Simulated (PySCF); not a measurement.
HfO2, triplet, geometry from GFN2-xTB (such geometries of metal compounds can be far from the true shape) (the multiplicity is a formal guess) (core potentials on Hf); CAMB3LYP/def2-SV(P) in PySCF.

PySCF was given this input:
```python
from pyscf import gto, scf, dft

mol = gto.M(
    atom='''
Hf    0.047224   -0.000550    0.055786
O     1.101216    0.298600   -1.360218
O    -1.526232   -0.293651    0.858147
''',
    basis='def2-sv(p)',
    ecp={'Hf': 'def2-sv(p)'},
    charge=0,
    spin=2,
    verbose=4,
)

mf = dft.ROKS(mol)
mf.xc = 'camb3lyp'
mf.kernel()
mf.analyze()
```

Q: Predict the main parts of the log of this PySCF run.

A: 
```
PySCF version 2.14.0

[INPUT] verbose = 4
[INPUT] num. atoms = 3
[INPUT] num. electrons = 28
[INPUT] charge = 0
[INPUT] spin (= nelec alpha-beta = 2S) = 2
[INPUT] symmetry False subgroup None
[INPUT] Mole.unit = angstrom
[INPUT] Symbol           X                Y                Z      unit          X                Y                Z       unit  Magmom
[...]
nuclear repulsion = 66.4548861325542
number of shells = 23
number of NR pGTOs = 98
number of NR cGTOs = 53
basis = def2-sv(p)
ecp = {'Hf': 'def2-sv(p)'}

******** <class 'pyscf.dft.roks.ROKS'> ********
method = ROKS
initial guess = minao
damping factor = 0
level_shift factor = 0
DIIS = <class 'pyscf.scf.diis.CDIIS'>
diis_start_cycle = 1
diis_space = 8
diis_damp = 0
SCF conv_tol = 1e-09
SCF conv_tol_grad = None
SCF max_cycles = 50
direct_scf = True
direct_scf_tol = 1e-13
num. doubly occ = 13  num. singly occ = 2
XC library pyscf.dft.libxc version 7.1.2
    S. Lehtola, C. Steigemann, M. J. T. Oliveira, and M. A. L. Marques,  SoftwareX 7, 1–5 (2018)
XC functionals = camb3lyp
    T. Yanai, D. P. Tew, and N. C. Handy,  Chem. Phys. Lett. 393, 51 (2004)
radial grids:
    Treutler-Ahlrichs [JCP 102, 346 (1995); DOI:10.1063/1.469408] (M4) radial grids

becke partition: Becke, JCP 88, 2547 (1988); DOI:10.1063/1.454033
pruning grids: <function nwchem_prune>
grids dens level: 3
symmetrized grids: False
atomic radii adjust function: <function treutler_atomic_radii_adjust>
small_rho_cutoff = 0
Set gradient conv threshold to 3.16228e-05
tot grids = 51960
init E= -185.349787954999
[...]
cycle= 1 E= -197.966895559103  delta_E= -12.6  |g|= 0.931  |ddm|= 5.14
[...]
cycle= 2 E= -197.546483429213  delta_E= 0.42  |g|= 1.66  |ddm|= 1.39
[...]
cycle= 3 E= -198.149834831748  delta_E= -0.603  |g|= 0.161  |ddm|= 1.02
[...]
cycle= 4 E= -198.15733214233  delta_E= -0.0075  |g|= 0.0282  |ddm|= 0.213
[...]
cycle= 5 E= -198.157599958929  delta_E= -0.000268  |g|= 0.00441  |ddm|= 0.042
[...]
cycle= 6 E= -198.157616631135  delta_E= -1.67e-05  |g|= 0.00157  |ddm|= 0.0122
[...]
cycle= 7 E= -198.157617040601  delta_E= -4.09e-07  |g|= 0.00287  |ddm|= 0.00416
[...]
cycle= 8 E= -198.157619526016  delta_E= -2.49e-06  |g|= 0.000329  |ddm|= 0.00253
[...]
cycle= 9 E= -198.157619880101  delta_E= -3.54e-07  |g|= 7.5e-05  |ddm|= 0.00247
[...]
cycle= 10 E= -198.157619911756  delta_E= -3.17e-08  |g|= 2.39e-05  |ddm|= 0.000802
[...]
cycle= 11 E= -198.157619915253  delta_E= -3.5e-09  |g|= 1.08e-05  |ddm|= 0.000253
[...]
cycle= 12 E= -198.157619915817  delta_E= -5.64e-10  |g|= 4.09e-06  |ddm|= 0.000105
[...]
Extra cycle  E= -198.157619915881  delta_E= -6.34e-11  |g|= 3.44e-06  |ddm|= 2.33e-05
converged SCF energy = -198.157619915881
**** SCF Summaries ****
Total Energy =                        -198.157619915880531
Nuclear Repulsion Energy =              66.454886132554208
One-electron Energy =                 -418.687822884661841
Two-electron Energy =                  154.075316836227103
Two-electron Coulomb Energy =          177.006969678930375
DFT Exchange-Correlation Energy =      -22.931652842703279
HOMO-LUMO gap [eV] =                     3.588030170008401
**** MO energy ****
                Roothaan           | alpha              | beta
[...]
Dipole moment(X, Y, Z, Debye):  1.12339, -0.01309,  1.32704
```
